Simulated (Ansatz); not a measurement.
Geometry optimisation, RHF/def2-SVP in Ansatz.

input.yaml

```yaml
crystal:
  periodic: [false, false, false]
  atoms:
    - { symbol: Al, position_ang: [-0.21859, 0.00471, 0.069923] }
    - { symbol: O, position_ang: [-0.594048, -0.384834, 1.724275] }
    - { symbol: Si, position_ang: [-1.391478, -0.172511, 3.148135] }
    - { symbol: H, position_ang: [-2.777008, -0.695364, 3.042148] }
    - { symbol: H, position_ang: [-0.678313, -0.906816, 4.216814] }
    - { symbol: H, position_ang: [-1.455796, 1.267201, 3.49661] }
    - { symbol: Cl, position_ang: [1.543751, 1.049511, -0.322789] }
    - { symbol: O, position_ang: [-1.265098, -0.343965, -1.1834] }
    - { symbol: H, position_ang: [-2.062591, -0.835388, -1.27367] }
    - { symbol: Br, position_ang: [1.156602, -3.24554, 0.821346] }
    - { symbol: H, position_ang: [0.52577, -2.293804, 1.78021] }
basis:
  gaussian: { orbitals: def2-SVP }
hamiltonian:
  xc: hf
relax:
  f_tol: 0.03
  max_steps: 50
```

Run as:

```bash
$ ansatz run input.yaml --threads 4 --pin off --max-ram 5120MiB --backend cpu --events-out ev --progress --plain --runs-dir out
```

Task: Where does it end, and by what steps?

Result: It converged. After 18 steps the energy has fallen by 0.218 eV; H11 moved furthest, 0.76 Å.

```json
{"step": "0", "energy less start (eV)": "0.0000", "largest force component (eV/Å)": "1.213", "accepted": "yes"}
{"step": "1", "energy less start (eV)": "-0.1032", "largest force component (eV/Å)": "0.713", "accepted": "yes"}
{"step": "2", "energy less start (eV)": "-0.1206", "largest force component (eV/Å)": "0.259", "accepted": "yes"}
{"step": "3", "energy less start (eV)": "-0.1308", "largest force component (eV/Å)": "0.141", "accepted": "yes"}
{"step": "4", "energy less start (eV)": "-0.1310", "largest force component (eV/Å)": "0.834", "accepted": "yes"}
{"step": "5", "energy less start (eV)": "-0.1576", "largest force component (eV/Å)": "0.422", "accepted": "yes"}
{"step": "6", "energy less start (eV)": "-0.1768", "largest force component (eV/Å)": "0.123", "accepted": "yes"}
{"step": "7", "energy less start (eV)": "-0.1903", "largest force component (eV/Å)": "0.172", "accepted": "yes"}
{"step": "8", "energy less start (eV)": "-0.1881", "largest force component (eV/Å)": "0.789", "accepted": "no"}
{"step": "9", "energy less start (eV)": "-0.2007", "largest force component (eV/Å)": "0.207", "accepted": "yes"}
{"step": "10", "energy less start (eV)": "-0.2037", "largest force component (eV/Å)": "0.235", "accepted": "yes"}
{"step": "11", "energy less start (eV)": "-0.2074", "largest force component (eV/Å)": "0.348", "accepted": "yes"}
{"step": "12", "energy less start (eV)": "-0.2126", "largest force component (eV/Å)": "0.206", "accepted": "yes"}
{"step": "13", "energy less start (eV)": "-0.2134", "largest force component (eV/Å)": "0.176", "accepted": "yes"}
{"step": "14", "energy less start (eV)": "-0.2123", "largest force component (eV/Å)": "0.320", "accepted": "no"}
{"step": "15", "energy less start (eV)": "-0.2161", "largest force component (eV/Å)": "0.116", "accepted": "yes"}
{"step": "16", "energy less start (eV)": "-0.2165", "largest force component (eV/Å)": "0.132", "accepted": "yes"}
{"step": "17", "energy less start (eV)": "-0.2162", "largest force component (eV/Å)": "0.119", "accepted": "no"}
{"step": "18", "energy less start (eV)": "-0.2176", "largest force component (eV/Å)": "0.024", "accepted": "yes"}
```

```xyz
11
Properties=species:S:1:pos:R:3
Al -0.282 -0.068 0.090
O -0.951 -0.105 1.632
Si -1.484 -0.053 3.173
H -2.909 -0.448 3.242
H -0.699 -0.999 4.007
H -1.339 1.307 3.738
Cl 1.519 0.967 -0.194
O -1.124 -0.539 -1.281
H -1.966 -0.940 -1.397
Br 0.938 -2.901 0.556
H 1.080 -2.778 1.954
```

The run took 87 s on 4 threads of Intel(R) Xeon(R) Platinum 8259CL CPU @ 2.50GHz (Skylake/Cascade Lake) (shared host), peak memory 0.4 GiB.
